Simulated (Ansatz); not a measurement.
I₄Ti, singlet, at a GFN2-xTB geometry (such geometries of metal compounds can be far from the true shape) (all electrons, no relativity); B3LYP/STO-3G (Ansatz, a first-principles code).

Here is a job for Ansatz.
Ansatz 0.2 input:
```yaml
crystal:
  periodic: [false, false, false]
  atoms:
    - {symbol: Ti, position_ang: [-0.00000000, 0.00000000, -0.00000000]}
    - {symbol: I, position_ang: [2.09524070, -0.59546698, -1.49603154]}
    - {symbol: I, position_ang: [0.78783176, 0.44202976, 2.48327520]}
    - {symbol: I, position_ang: [-1.17364265, 2.16819622, -0.95090116]}
    - {symbol: I, position_ang: [-1.70942982, -2.01475900, -0.03634250]}
basis:
  gaussian:
    orbitals: STO-3G
hamiltonian:
  xc: b3lyp
```

What the program printed (banner, timings and long lists left out):

```
Functional definition: B3LYP
1397 factors; integrals over basis functions are off by at most 4.6e-5 eV
mean field evaluation 1: about -768777.9027 eV, gradient 4.3e1 eV
mean field evaluation 2: about -768492.6933 eV, gradient 2.8e2 eV
mean field evaluation 4: about -768787.0717 eV, gradient 3.6e0 eV
mean field evaluation 8: about -768787.1153 eV, gradient 2.6e-2 eV
mean field -768787.11532951 eV, -28252.4053857365 hartree, gradient 1.1e-5 eV, S^2 0.000000; 0 other end points of the search recorded, 0 dependent functions left out
reference -768787.11554914 eV, -28252.4053938077 hartree; 117, 117 occupied and 9, 9 virtual orbitals, 1397 factors
Total energy: -768787.11554914 eV, -28252.4053938077 hartree
```
